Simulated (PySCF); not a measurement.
# Unknown compound

The spectra below were simulated for a compound C$_{5}$H$_{6}$FNSi.

¹H NMR (300 MHz, computed): δ 7.28 (m, 1H), 6.48 (m, 1H), 6.22 (m, 1H), 5.71 (d, 1H), 5.39 (m, 2H).

¹³C{¹H} NMR (computed): δ 162.0, 150.8, 148.0, 123.1, 109.1.

Method: geometry: GFN2-xTB, NMR shieldings at PBE0/pcSseg-1/GIAO, in PySCF 2.14.0 with density-fitted response routines (gas phase, one computed conformer, no relativistic terms, rapidly exchanging positions averaged).

Scale: TMS for ¹H and ¹³C (reference shieldings calculated alike).

Q: Which of these isomers gave the spectra?
A. C=C/C(=C/C#N)[SiH2]F
B. C=C(/C=C/C#N)[SiH2]F
C. C[C@H]1[SiH2]C(F)=C1C#N

A: B. 

1. The formula gives 4 degrees of unsaturation (no ring in the answer).
2. 5 carbon signals for 5 carbons: no two carbons are equivalent.
3. Carbon types of the structure: 2 × C, 2 × CH, 1 × CH2, leaving 2 H on heteroatoms.
4. δC 162.0, 109.1: alkene CH; the olefinic region.
5. δC 150.8: fully substituted alkene carbon; the olefinic region.
6. δC 148.0: terminal =CH2 carbon; the olefinic region.
7. δC 123.1: nitrile carbon; C≡N carbons fall here, among the sp2 signals but without a proton.
8. δH 6.48, 6.22: hydrogen on a terminal =CH2 carbon; attached to an sp2 carbon and in the plane of the double bond.

The others: C=C/C(=C/C#N)[SiH2]F has carbons computed at 166.7, 146.6, 136.6, 122.3, 118.2; C[C@H]1[SiH2]C(F)=C1C#N would give 4 signals for carbon-bound and other non-exchanging H, not 5.

Splittings by ¹⁹F in the carbon and heteronuclear signals aren't shown, as no couplings were computed. Shifts are as computed. Against solution values, carbons near 30 ppm lie about +3 ppm off and those near 130 ppm about +5 ppm. Of 1211 compounds with measured shifts, 218 miss one by over three times the rms of a fit or turn the order of signals round; such compounds aren't used in these exercises. No couplings were computed; multiplicities are counted from neighbouring protons, with m where these are inequivalent, close in shift, in a saturated or five-membered ring or joined by F or P, and br s for small geminal =CH2 splittings.
